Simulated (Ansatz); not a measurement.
`[CH3][SnH2][CH2][SiH3]`. Charge 0, multiplicity 1. Sn takes the def2 core potential. All single points use the PBE0-D4/def2-TZVP geometry. It is one conformer, not always the lowest.

```xyz
14

C     1.607   -0.837   -1.265
Sn    1.199    0.720    0.145
C    -0.566    0.220    1.274
Si   -2.090   -0.001    0.228
H     1.742   -1.784   -0.742
H     0.775   -0.935   -1.962
H     2.515   -0.611   -1.825
H     0.937    2.206   -0.666
H     2.515    0.899    1.227
H    -0.351   -0.699    1.825
H    -0.725    1.014    2.009
H    -3.290   -0.346    1.041
H    -1.882   -1.093   -0.764
H    -2.386    1.249   -0.526
```

Problem. What is the dipole moment at B3LYP/def2-TZVPP? (Best estimate.)

Solution. Ansatz gave: 0.80 D, with components (0.53, -0.50, 0.33) D in this frame, pointing from negative to positive charge.

Problem. And with PBE, r2SCAN, ωB97M-V? (An estimate is asked.)

Solution. Computed: PBE 0.83 D, r2SCAN 0.84 D, ωB97M-V 0.81 D.

Problem. Give the Mulliken charges with B3LYP, r2SCAN, PBE in def2-TZVPP. (Estimate.)

Solution. Ansatz gave: 
| atom | B3LYP | r2SCAN | PBE |
| --- | --- | --- | --- |
| C1 | -0.58 | -0.48 | -0.57 |
| Sn2 | 0.75 | 0.68 | 0.68 |
| C3 | -0.52 | -0.48 | -0.47 |
| Si4 | 0.24 | 0.26 | 0.17 |
| H5 | 0.12 | 0.10 | 0.12 |
| H6 | 0.12 | 0.10 | 0.12 |
| H7 | 0.12 | 0.10 | 0.12 |
| H8 | -0.14 | -0.13 | -0.13 |
| H9 | -0.14 | -0.14 | -0.13 |
| H10 | 0.12 | 0.11 | 0.12 |
| H11 | 0.12 | 0.11 | 0.13 |
| H12 | -0.07 | -0.08 | -0.06 |
| H13 | -0.08 | -0.08 | -0.06 |
| H14 | -0.07 | -0.07 | -0.05 |

B3LYP here is the variant with VWN-RPA as its local correlation; programs differ in this.
